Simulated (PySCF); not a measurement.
CH$_{3}$AlF$_{2}$ (SMILES [CH3][Al]([F])[F]), singlet, at a GFN2-xTB geometry (such geometries of metal compounds can be far from the true shape); TPSS/6-31G** run with PySCF.

PySCF was given this input:
```python
from pyscf import gto, scf, dft

mol = gto.Mole()
mol.atom = '''
    Al    0.05180306    0.04011766    0.00222470
    C    -1.50805595   -1.16573156   -0.06233932
    H    -1.30669362   -2.03874718   -0.68318980
    H    -2.37664668   -0.64890162   -0.46820696
    H    -1.76055472   -1.53755322    0.93063349
    F     0.01100760    1.60162551   -0.52911869
    F     1.52441362   -0.41295198    0.59199405
'''
mol.basis = '6-31g**'
mol.verbose = 4
mol.build()

mf = dft.RKS(mol)
mf.xc = 'tpss'
mf.kernel()
mf.analyze()
```

What the program printed (banner, timings and long lists left out):

```
PySCF version 2.14.0

[INPUT] verbose = 4
[INPUT] num. atoms = 7
[INPUT] num. electrons = 40
[INPUT] charge = 0
[INPUT] spin (= nelec alpha-beta = 2S) = 0
[INPUT] symmetry False subgroup None
[INPUT] Mole.unit = angstrom
[INPUT] Symbol           X                Y                Z      unit          X                Y                Z       unit  Magmom
[INPUT]  1 Al     0.051803060000   0.040117660000   0.002224700000 AA    0.097893595814   0.075811390158   0.004204073709 Bohr   0.0
[INPUT]  2 C     -1.508055950000  -1.165731560000  -0.062339320000 AA   -2.849812726021  -2.202913383162  -0.117804241592 Bohr   0.0
[INPUT]  3 H     -1.306693620000  -2.038747180000  -0.683189800000 AA   -2.469293070516  -3.852673807429  -1.291041613096 Bohr   0.0
[INPUT]  4 H     -2.376646680000  -0.648901620000  -0.468206960000 AA   -4.491211320057  -1.226246343587  -0.884782924015 Bohr   0.0
[INPUT]  5 H     -1.760554720000  -1.537553220000   0.930633490000 AA   -3.326966248110  -2.905554487743   1.758642418448 Bohr   0.0
[INPUT]  6 F      0.011007600000   1.601625510000  -0.529118690000 AA    0.020801349289   3.026633568017  -0.999889411489 Bohr   0.0
[INPUT]  7 F      1.524413620000  -0.412951980000   0.591994050000 AA    2.880724242357  -0.780366144797   1.118706621872 Bohr   0.0

nuclear repulsion = 154.893435155288
number of shells = 35
number of NR pGTOs = 153
number of NR cGTOs = 75
basis = 6-31g**
ecp = {}

******** <class 'pyscf.dft.rks.RKS'> ********
method = RKS
initial guess = minao
damping factor = 0
level_shift factor = 0
DIIS = <class 'pyscf.scf.diis.CDIIS'>
diis_start_cycle = 1
diis_space = 8
diis_damp = 0
SCF conv_tol = 1e-09
SCF conv_tol_grad = None
SCF max_cycles = 50
direct_scf = True
direct_scf_tol = 1e-13
XC library pyscf.dft.libxc version 7.1.2
    S. Lehtola, C. Steigemann, M. J. T. Oliveira, and M. A. L. Marques,  SoftwareX 7, 1–5 (2018)
XC functionals = tpss
    J. Tao, J. P. Perdew, V. N. Staroverov, and G. E. Scuseria,  Phys. Rev. Lett. 91, 146401 (2003)
    J. P. Perdew, J. Tao, V. N. Staroverov, and G. E. Scuseria,  J. Chem. Phys. 120, 6898 (2004)
    J. Tao, J. P. Perdew, V. N. Staroverov, and G. E. Scuseria,  Phys. Rev. Lett. 91, 146401 (2003)
    J. P. Perdew, J. Tao, V. N. Staroverov, and G. E. Scuseria,  J. Chem. Phys. 120, 6898 (2004)
radial grids:
    Treutler-Ahlrichs [JCP 102, 346 (1995); DOI:10.1063/1.469408] (M4) radial grids

becke partition: Becke, JCP 88, 2547 (1988); DOI:10.1063/1.454033
pruning grids: <function nwchem_prune>
grids dens level: 3
symmetrized grids: False
atomic radii adjust function: <function treutler_atomic_radii_adjust>
small_rho_cutoff = 0
Set gradient conv threshold to 3.16228e-05
Initial guess from minao.
tot grids = 91248
init E= -482.139360759722
  HOMO = -0.366118806546684  LUMO = -0.0843762697449537  gap/eV = 7.66660
cycle= 1 E= -482.010247204085  delta_E= 0.129  |g|=    1  |ddm|= 2.23
  HOMO = -0.153670695237389  LUMO = 0.00204905008692169  gap/eV = 4.23735
cycle= 2 E= -481.473987312199  delta_E= 0.536  |g|= 2.02  |ddm|= 1.94
  HOMO = -0.262329720250992  LUMO = -0.0260689102859519  gap/eV = 6.42898
cycle= 3 E= -482.185851756736  delta_E= -0.712  |g|= 0.205  |ddm|= 1.35
  HOMO = -0.292189999868631  LUMO = -0.0340300975405254  gap/eV = 7.02489
cycle= 4 E= -482.195789823401  delta_E= -0.00994  |g|= 0.0694  |ddm|= 0.23
  HOMO = -0.284805031728897  LUMO = -0.0328988209713676  gap/eV = 6.85472
cycle= 5 E= -482.197101093636  delta_E= -0.00131  |g|= 0.00818  |ddm|= 0.0583
  HOMO = -0.284097465073649  LUMO = -0.0325271095997723  gap/eV = 6.84558
cycle= 6 E= -482.19711343361  delta_E= -1.23e-05  |g|= 0.00176  |ddm|= 0.00672
  HOMO = -0.284184282291411  LUMO = -0.0326820972220063  gap/eV = 6.84372
cycle= 7 E= -482.1971139059  delta_E= -4.72e-07  |g|= 0.000652  |ddm|= 0.00149
  HOMO = -0.284195233343167  LUMO = -0.0326852005419456  gap/eV = 6.84394
cycle= 8 E= -482.197113975201  delta_E= -6.93e-08  |g|= 0.000196  |ddm|= 0.000494
  HOMO = -0.284201757791228  LUMO = -0.0326821922462335  gap/eV = 6.84420
cycle= 9 E= -482.197113983063  delta_E= -7.86e-09  |g|= 1.77e-05  |ddm|= 0.000169
  HOMO = -0.284204352983182  LUMO = -0.0326837551324828  gap/eV = 6.84422
cycle= 10 E= -482.197113983145  delta_E= -8.24e-11  |g|= 2.13e-06  |ddm|= 2.04e-05
  HOMO = -0.284203384408003  LUMO = -0.0326834851799043  gap/eV = 6.84421
Extra cycle  E= -482.197113983146  delta_E= -6.82e-13  |g|= 3.3e-06  |ddm|= 5.51e-06
converged SCF energy = -482.197113983146
**** SCF Summaries ****
Total Energy =                        -482.197113983146039
Nuclear Repulsion Energy =             154.893435155287818
One-electron Energy =                 -978.439505475761052
Two-electron Energy =                  341.348956337327195
Two-electron Coulomb Energy =          387.685244060041043
DFT Exchange-Correlation Energy =      -46.336287722713820
HOMO-LUMO gap [eV] =                     6.844205069607305
**** MO energy ****
MO #1   energy= -55.6487211995139  occ= 2
MO #2   energy= -24.3844097491599  occ= 2
MO #3   energy= -24.3843848000835  occ= 2
MO #4   energy= -9.99269079983599  occ= 2
MO #5   energy= -4.00581197459618  occ= 2
MO #6   energy= -2.58032737257759  occ= 2
MO #7   energy= -2.57408813712331  occ= 2
MO #8   energy= -2.57093535134778  occ= 2
MO #9   energy= -1.06093296899825  occ= 2
MO #10  energy= -1.0522066151599   occ= 2
MO #11  energy= -0.644196416407551 occ= 2
MO #12  energy= -0.408537133472668 occ= 2
MO #13  energy= -0.377568948088592 occ= 2
MO #14  energy= -0.372384335629387 occ= 2
MO #15  energy= -0.36453310006863  occ= 2
MO #16  energy= -0.349163548101371 occ= 2
MO #17  energy= -0.345803672479163 occ= 2
MO #18  energy= -0.329553017769986 occ= 2
MO #19  energy= -0.319758735828502 occ= 2
MO #20  energy= -0.284203384408003 occ= 2
MO #21  energy= -0.0326834851799043 occ= 0
MO #22  energy= -0.0241243695392312 occ= 0
MO #23  energy= 0.0530593153408283 occ= 0
MO #24  energy= 0.0696976966244223 occ= 0
MO #25  energy= 0.118540916747683  occ= 0
MO #26  energy= 0.12939282429944   occ= 0
MO #27  energy= 0.161585821512119  occ= 0
MO #28  energy= 0.200891649567884  occ= 0
 ** Mulliken pop on meta-lowdin orthogonal AOs  **
 ** Mulliken pop  **
 ** Mulliken atomic charges  **
charge of    0Al =      1.16290
charge of    1C =     -0.60469
charge of    2H =      0.12725
charge of    3H =      0.12686
charge of    4H =      0.12723
charge of    5F =     -0.46975
charge of    6F =     -0.46980
Dipole moment(X, Y, Z, Debye): -1.70379, -1.33337, -0.06532
```
